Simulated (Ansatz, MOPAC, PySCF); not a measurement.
Molecule: BBr$_{2}$, net charge 0, doublet state. SMILES: Br[B]Br
Geometry from a B3LYP-D3(BJ)/def2-TZVP (Ansatz, a first-principles code) optimisation:
```xyz
3

B     -0.6400    -0.4659    -0.0426
Br    -0.7477     1.2069    -0.9132
Br     0.8392    -1.1404     0.9193
```
Charge 0, spin multiplicity 2.

Quantity: vertical electron affinity to the singlet, in eV. Terms: each state is the SCF solution reached for its charge and spin; PM7 with its own dispersion and hydrogen-bond terms; 6-31G* and kin with 6d, 5d where marked; dispersion terms only where a functional's name holds one; frozen cores in correlated levels (noble-gas shells and the d and f shells of earlier blocks); LANL2DZ with its own core potentials from Na on; non-relativistic; UHF or UKS for open shells; no spin-orbit coupling. Ab initio and DFT rows: single points at B3LYP-D3(BJ) geometries (Ansatz). Semi-empirical rows: differences of heats of formation at the shared geometry for vertical values. Anions need diffuse functions, which STO-3G, LANL2DZ, def2-SVP, cc-pVDZ and Pople sets without + lack.

| level | program | vertical electron affinity to the singlet (eV) |
|---|---|---|
| PM7 | MOPAC | 3.53 |
| HF/6-31G* | Ansatz | -0.97 |
| PBE/6-31G* | Ansatz | -0.08 |
| B3LYP/3-21G | Ansatz | -0.37 |
| B3LYP/6-31G* with LANL2DZ past Ar | Ansatz | -0.14 |
| M06-2X/6-31G* with LANL2DZ past Ar (5d) | PySCF | 0.01 |
| MP2/6-31G* | Ansatz | -0.37 |
| PBE/def2-TZVPD | Ansatz | 0.81 |
| PBE0/def2-TZVPD | Ansatz | 0.72 |

No value to compare with is used here. The 7 habitual levels span -0.97 (HF/6-31G*) to 3.53 eV (PM7); PBE/def2-TZVPD gives 0.81.

The levels are drawn from those run, B3LYP/6-31G* more often than the rest, none by its result; left out are runs that failed, that the program found above a lower state of the same kind, or whose <S^2> lies over 0.5 above the pure value.
